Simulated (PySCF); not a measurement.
A structure optimised at PBE-D3(BJ)/def2-SVP, used in a PySCF frequency run:

```
O
C 1 1.4171
H 2 1.1088 1 108.46
H 2 1.1125 3 108.55 1 -121.65
H 2 1.1133 3 108.07 4 -117.29
Si 1 1.6613 2 126.80 3 -165.46
O 6 1.6562 1 108.48 2 165.74
H 7 0.9738 6 115.43 1 -51.32
H 6 1.4882 7 106.24 8 -174.83
Cl 6 2.0896 9 108.35 7 120.51
```
Charge 0, spin multiplicity 1.

**Question.** Write its SMILES and formula.

**Answer.** CO[SiH](O)Cl, CH5ClO2Si

**Question.** What are its rotational constants (standard atomic weights)?

**Answer.** 3.4265, 2.7135, 1.6477 GHz
